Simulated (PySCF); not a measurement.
# C₆ coefficients of unlike pairs at r2SCANh

Calculated with PySCF 2.14 from the dipole response of each species, C₆(A,B) = (3/π) ∫ α_A(iu) α_B(iu) du, in atomic units, from isotropic polarisabilities. For ions this is the dispersion term alone; charge-induced terms of lower order in 1/R come first.

| species | configuration | basis | relativity | α (bohr³) | C₆ (like pair) |
| --- | --- | --- | --- | --- | --- |
| Ar | [Ar] (1S) | dyall-av2z (13s9p2d) | none | 9.712 | 58.29 |
| Zn(2+) | [Ar] 3d10 (1S) | aug-cc-pVTZ-PP with ECP10MDF (6s6p5d3f2g) | core potential | 2.573 | 6.726 |
| Cl(2+) | [Ne] 3s2 3p3 (4S) | dyall-av2z (13s9p2d) | none | 5.937 | 22.01 |
| Kr(2+) | [Ar] 3d10 4s2 4p4 (3P) | aug-cc-pVTZ-PP with one added diffuse shell each of s, d, f type with ECP10MDF (7s5p5d3f) | core potential | 7.425 | 36.91 |

Estimate C₆ for Zn(2+) with Ar.

The integral gives 18.75. The combination rule 2 C_A C_B / (C_A α_B/α_A + C_B α_A/α_B) gives 19.20 and the geometric mean 19.80.

No spin-orbit coupling is included.

The other pairs:

| pair | C₆ |
| --- | --- |
| Cl(2+), Ar | 35.81 |
| Cl(2+), Zn(2+) | 11.51 |
| Kr(2+), Cl(2+) | 28.48 |
| Kr(2+), Zn(2+) | 15.04 |
| Kr(2+), Ar | 46.35 |
